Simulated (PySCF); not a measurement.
## RuO(OH)₂ + Br₂ → RuO₃ + 2 HBr

Level: PBE0 in the def2-TZVP basis family, computed in PySCF with density fitting; scalar-relativistic core potentials for atoms from Rb on, none lighter, no spin–orbit coupling; open shells unrestricted.

```csv
species,state and structure,E (Eh),ZPE (kJ/mol),H(298 K) − H(0) (kJ/mol),S° (J/(mol K))
RuO(OH)₂,"triplet, C2, O–H 0.963 Å (×2), Ru–O 1.659 Å, Ru–O 1.857 Å (×2); H–O–Ru 116.9° (×2), O–Ru–O 119.3°, O–Ru–O 120.3° (×2)",-321.62476,80.1,16.4,317.0
Br₂,"singlet, D∞h, Br–Br 2.281 Å",-5147.70672,2.0,9.7,244.8
RuO₃,"singlet, D3h, Ru–O 1.660 Å (×3)",-320.36646,22.7,14.2,286.3
HBr,"singlet, C∞v, H–Br 1.421 Å",-2574.45811,16.0,8.7,198.5
```

(1) What is the electronic reaction energy?

(2) Add zero-point, thermal and entropy terms for 298.15 K and 1 bar.

Answers

(1) At PBE0/def2-TZVP, ΔE = 128.1 kJ/mol from the differences of the total energies times 2625.5, uphill. 

(2) ΔZPE = -27.4 and Δ[H(298) − H(0)] = 5.5 kJ/mol give ΔH° = 106.2 kJ/mol. ΔS° = 121.5 J/(mol K), so ΔG° = 106.2 − 298.15 × (0.1215) = 70 kJ/mol and log₁₀K = -12.3. ΔG° would change sign near 870 K if ΔH° and ΔS° stayed fixed.

Open d or f shells are single determinants, so the state found may not be the ground state. Each species is the lowest minimum found with this bonding; other isomers or fragments can lie lower.
